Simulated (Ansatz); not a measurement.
Geometry optimisation, RKS PBE0-D4/def2-SVP in Ansatz.

input.yaml

```yaml
crystal:
  periodic: [false, false, false]
  atoms:
    - { symbol: Ge, position_ang: [0.202866, 0.580981, -0.366686] }
    - { symbol: H, position_ang: [-0.141201, -0.150167, 2.27621] }
    - { symbol: F, position_ang: [1.51398, 0.007647, -1.317779] }
    - { symbol: Cl, position_ang: [-1.242177, 1.570401, -1.529913] }
    - { symbol: F, position_ang: [-0.500211, -0.863951, 0.235344] }
    - { symbol: O, position_ang: [0.844718, 1.713583, 0.809277] }
    - { symbol: H, position_ang: [1.708949, 1.444802, 1.143342] }
    - { symbol: H, position_ang: [0.095976, 0.487503, 2.502606] }
basis:
  gaussian: { orbitals: def2-SVP }
hamiltonian:
  xc: pbe0
  dispersion: d4
relax:
  f_tol: 0.03
  max_steps: 50
output:
  orbitals: {}
```

Command:

```bash
$ ansatz run input.yaml --threads 2 --pin off --max-ram 3072MiB --backend cpu --events-out ev --progress --plain --runs-dir out
```

**Question.** Where does it end, and by what steps?

**Answer.** The forces met the threshold. After 23 steps the energy has fallen by 0.272 eV; H8 moved furthest, 0.88 Å.

| step | energy less start (eV) | largest force component (eV/Å) | accepted |
| --- | --- | --- | --- |
| 0 | 0.0000 | 1.625 | yes |
| 1 | -0.1546 | 0.226 | yes |
| 2 | -0.2106 | 0.217 | yes |
| 3 | -0.2247 | 0.276 | yes |
| 4 | -0.2372 | 0.148 | yes |
| 5 | -0.2382 | 0.133 | yes |
| 6 | -0.2390 | 0.129 | yes |
| 7 | -0.2391 | 0.314 | yes |
| 8 | -0.2426 | 0.490 | yes |
| 9 | -0.2437 | 0.459 | yes |
| 10 | -0.2094 | 1.399 | no |
| 11 | -0.2524 | 0.160 | yes |
| 12 | -0.2571 | 0.070 | yes |
| 13 | -0.2478 | 0.645 | no |
| 14 | -0.2581 | 0.050 | yes |
| 15 | -0.2596 | 0.194 | yes |
| 16 | -0.2613 | 0.223 | yes |
| 17 | -0.2637 | 0.316 | yes |
| 18 | -0.2663 | 0.270 | yes |
| 19 | -0.2692 | 0.248 | yes |
| 20 | -0.2705 | 0.241 | yes |
| 21 | -0.2717 | 0.133 | yes |
| 22 | -0.2723 | 0.043 | yes |
| 23 | -0.2724 | 0.007 | yes |

```xyz
8
Properties=species:S:1:pos:R:3
Ge 0.227 0.687 -0.628
H 0.096 -0.186 2.579
F 1.491 -0.201 -1.373
Cl -0.909 1.646 -2.114
F -0.713 -0.493 0.201
O 0.845 1.824 0.526
H 0.928 1.433 1.407
H 0.519 0.080 3.154
```

Whether the end is a true minimum wasn't checked by a vibrational analysis.

Time of the run: 70 s on 2 threads of Intel(R) Xeon(R) 6975P-C (Granite Rapids) (shared host), peak memory 0.28 GiB.
